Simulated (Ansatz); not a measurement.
KBi2, relaxed as a quartet with UKS r2SCAN-D4/def2-TZVP in Ansatz, starting from the r2SCAN-D4/def2-TZVP geometry of the neutral doublet. Force threshold 0.02 eV/Å.

In the def2 sets Bi takes a core potential; there is no spin–orbit coupling. At r2SCAN-D4/def2-TZVP a doublet of charge 0 lies 0.69 eV below the quartet, each at its own geometry. The structure comes from a short search, and lower isomers may exist.

Start:

Cartesian coordinates in Å:
```
K -0.715 1.777 -0.951
Bi 1.046 -1.215 -0.669
Bi -0.331 -0.562 1.620
```

```
step  energy (eV)  largest force component (eV/Å)  SCF passes
   1  -28011.4774                           1.623          17
   2  -28011.6678                           0.372          27
   3  -28011.6899                           0.100          23
   4  -28011.6914                           0.019          24
```

Force components are those of the run's own axes.

End:

```xyz
3

K    -0.713    1.769   -0.944
Bi    1.103   -1.241   -0.765
Bi   -0.390   -0.528    1.709
```

By distances, no bond broke or formed. The bond that changes most is Bi2–Bi3, from 2.75 to 2.98 Å (atoms count from 1).

No frequencies were taken in this run, so the end may be a saddle point.

Hardware: 4 threads of Intel Xeon on a shared host. Wall time 16 s.
